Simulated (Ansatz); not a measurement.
Task: Name a neutral molecule of C, O, S, Si and H with LUMO energy (ωB97M-V/def2-TZVPP) between 1.05 and 1.35 eV and HOMO energy (ωB97M-V/def2-TZVPP) between -9.75 and -9.45 eV (Ansatz, PBE0-D4/def2-TZVP geometry).

Result: `[SiH3]S[SiH]1CO1` (1.33 eV, -9.61 eV). Other molecules can fit too; these were computed, each in one conformer that needn't be the lowest.
